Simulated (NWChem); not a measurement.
System: C$_{3}$H$_{5}$ClSi; SMILES C#C[Si@@H](C)Cl

Here is an NWChem input.

```
start job
memory heap 200 mb stack 900 mb global 1100 mb
geometry units angstroms noautosym nocenter noautoz
  C      0.875342     2.647619    -0.244090
  C      0.389969     1.566629     0.033113
  Si    -0.372670    -0.046233     0.451651
  C     -2.009887    -0.241399    -0.413366
  Cl     0.912214    -1.556388    -0.160962
  H      1.309346     3.601562    -0.489007
  H     -0.500527    -0.148349     1.930553
  H     -2.457807    -1.218116    -0.176209
  H     -1.878647    -0.171533    -1.503383
  H     -2.704232     0.551328    -0.093668
end
basis spherical
  * library def2-svp
end
dft
  xc pbe0
  iterations 150
end
cosmo
  do_cosmo_smd true
  solvent toluene
end
task dft energy
```

Parts of the log:

```
             Northwest Computational Chemistry Package (NWChem) 7.3.0
             --------------------------------------------------------

                             Geometry "geometry" -> ""
                             -------------------------

 Output coordinates in angstroms (scale by  1.889725989 to convert to a.u.)

  No.       Tag          Charge          X              Y              Z
 ---- ---------------- ---------- -------------- -------------- --------------
    1 C                    6.0000     0.87534200     2.64761900    -0.24409000
    2 C                    6.0000     0.38996900     1.56662900     0.03311300
    3 Si                  14.0000    -0.37267000    -0.04623300     0.45165100
    4 C                    6.0000    -2.00988700    -0.24139900    -0.41336600
    5 Cl                  17.0000     0.91221400    -1.55638800    -0.16096200
    6 H                    1.0000     1.30934600     3.60156200    -0.48900700
    7 H                    1.0000    -0.50052700    -0.14834900     1.93055300
    8 H                    1.0000    -2.45780700    -1.21811600    -0.17620900
    9 H                    1.0000    -1.87864700    -0.17153300    -1.50338300
   10 H                    1.0000    -2.70423200     0.55132800    -0.09366800

 Effective nuclear repulsion energy (a.u.)     248.1471965113

                                 NWChem DFT Module
                                 -----------------

 Summary of "ao basis" -> "ao basis" (spherical)
 ------------------------------------------------------------------------------
       Tag                 Description            Shells   Functions and Types
 ---------------- ------------------------------  ------  ---------------------
 C                          def2-svp                 6       14   3s2p1d
 Si                         def2-svp                 8       18   4s3p1d
 Cl                         def2-svp                 8       18   4s3p1d
 H                          def2-svp                 3        5   2s1p

 in cosmo_initialize ...
 calling solv_data for solv:toluene

 solvent parameters
 solvname_short: toluene
 solvname_long:  toluene
 dielec:        2.3741
 dielecinf:     2.2383
 nonaqueous SMD model solvent descriptors
 dielec:        2.3741
 sola:          0.0000
 solb:          0.1400
 solc:          0.8570
 solg:         40.2000
 solh:          0.0000
 soln:          1.4961

[...]

                                COSMO-SMD solvation results
                                ---------------------------

             internal energy in gas <Psi(g)|H|Psi(g)> =      -866.278260947507
         internal energy in solvent <Psi(s)|H|Psi(s)> =      -866.277927240007
                               delta internal energy  =         0.000333707501 (    0.21 kcal/mol)
   total free energy in solvent <Psi(s)|H+V/2|Psi(s)> =      -866.282404671283
 polarization energy contribution <Psi(s)|V/2|Psi(s)> =        -0.004477431277 (   -2.81 kcal/mol)
    total free energy in solvent including G(SMD-CDS) =      -866.282580489563
                       G(SMD-CDS) energy contribution =        -0.000175818280 (   -0.11 kcal/mol)
     1 M fixed-concentration free energy of solvation =        -0.004319542056 (   -2.71 kcal/mol)

                       DFT Final Molecular Orbital Analysis
                       ------------------------------------

 Vector   25  Occ=2.000000D+00  E=-3.259184D-01
              MO Center=  4.9D-01, -3.7D-01, -6.2D-02, r^2= 4.4D+00
   Bfn.  Coefficient  Atom+Function         Bfn.  Coefficient  Atom+Function
  ----- ------------  ---------------      ----- ------------  ---------------
    73      0.423873   5 Cl pz               70      0.309347   5 Cl pz
    71      0.285069   5 Cl px               20     -0.208298   2 C  pz
    68      0.204436   5 Cl px                6     -0.193043   1 C  pz
    67      0.180095   5 Cl pz               23     -0.141169   2 C  pz
    50      0.136728   4 C  px               65      0.119339   5 Cl px

 Vector   26  Occ=2.000000D+00  E=-3.115620D-01
              MO Center=  6.5D-01,  1.6D+00, -1.0D-01, r^2= 3.1D+00
   Bfn.  Coefficient  Atom+Function         Bfn.  Coefficient  Atom+Function
  ----- ------------  ---------------      ----- ------------  ---------------
     4      0.314221   1 C  px               18      0.295562   2 C  px
    72     -0.239452   5 Cl py               19     -0.198930   2 C  py
     7      0.179833   1 C  px                5     -0.175217   1 C  py
    69     -0.173813   5 Cl py               21      0.167931   2 C  px
     6     -0.165809   1 C  pz               20     -0.155516   2 C  pz

 Vector   27  Occ=2.000000D+00  E=-3.058066D-01
              MO Center=  1.8D-01,  1.2D+00,  6.2D-02, r^2= 4.2D+00
   Bfn.  Coefficient  Atom+Function         Bfn.  Coefficient  Atom+Function
  ----- ------------  ---------------      ----- ------------  ---------------
     6      0.308782   1 C  pz               20      0.287288   2 C  pz
     9      0.186605   1 C  pz               73      0.184719   5 Cl pz
    50      0.181341   4 C  px               84     -0.179339   7 H  s
     4      0.175287   1 C  px               23      0.169575   2 C  pz
    18      0.164658   2 C  px               49      0.139389   4 C  s

 Vector   28  Occ=0.000000D+00  E=-1.427335D-02
              MO Center=  2.8D-01,  1.2D+00,  1.1D-01, r^2= 4.0D+00
   Bfn.  Coefficient  Atom+Function         Bfn.  Coefficient  Atom+Function
  ----- ------------  ---------------      ----- ------------  ---------------
    39     -0.423695   3 Si px               40      0.420203   3 Si py
     7      0.400639   1 C  px               72      0.295711   5 Cl py
     4      0.293016   1 C  px               64      0.290767   5 Cl s
    21     -0.259822   2 C  px               49     -0.230339   4 C  s
    22      0.219728   2 C  py                8     -0.214981   1 C  py

[...]
```

Level: PBE0/def2-SVP, SMD on the gas-phase geometry. Coordinates come from a PBE0/def2-SVP optimisation. Solvent: toluene.
